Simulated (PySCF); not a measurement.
CH₆ClGeN, SMILES [Ge@@H]([CH3])([NH2])[Cl]. Atoms are numbered in the order given.

```xyz
10

C     -1.4852    -1.2838    -0.0245
Ge     0.0204    -0.1406    -0.4249
N      1.5662    -1.0779    -0.2315
Cl    -0.0876     1.5230     0.9877
H     -1.5156    -2.1318    -0.7249
H     -1.3948    -1.6700     1.0018
H     -2.4235    -0.7158    -0.1001
H      0.0180     0.4960    -1.8174
H      1.6804    -1.5516     0.6614
H      2.4209    -0.5708    -0.4473
```
Charge 0, spin multiplicity 1.

The structure is a stationary point at ωB97X-D3(BJ)/def2-SVP. The structure was generated by enumeration; whether it is a known compound was not checked. The values are those of a single conformer.

Level of theory: PySCF with PBE/def2-TZVP.

ESP charges are fitted to the potential on shells at 1.4 to 2.0 van der Waals radii. Atomic charges (e):

```tsv
atom	Mulliken	Löwdin	ESP fit
C1	-0.43	-0.50	-0.61
Ge2	0.44	0.12	0.60
N3	-0.57	-0.33	-0.89
Cl4	-0.34	0.05	-0.30
H5	0.14	0.13	0.19
H6	0.14	0.13	0.19
H7	0.15	0.13	0.16
H8	0.01	-0.05	-0.05
H9	0.23	0.15	0.36
H10	0.23	0.15	0.35
```
